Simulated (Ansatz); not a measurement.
Input for Ansatz (a quantum-chemistry and plane-wave program): R-BLYP/def2-TZVPPD on N2 (SMILES N#N) with ghost functions. Files ending in .json are basis or fitting sets from the Basis Set Exchange.

Ansatz 0.2 input:
```yaml
crystal:
  periodic: [false, false, false]
  atoms:
    - {symbol: N, position_ang: [-0.38463901, -0.10116271, -0.56541468]}
    - {symbol: N, position_ang: [0.45101972, 0.14816541, 0.08987410]}
basis:
  gaussian:
    orbitals: def2-TZVPPD.json
    ghost_atoms:
      - {symbol: N, position_ang: [-0.43060379, -0.20177426, 3.30949930]}
      - {symbol: N, position_ang: [0.36422308, 0.15477156, 3.96604128]}
hamiltonian:
  xc: {name: BLYP}
scf: {lower_state_search: off}
```

Task: Predict the final total energy.

Result: -109.5616 hartree.
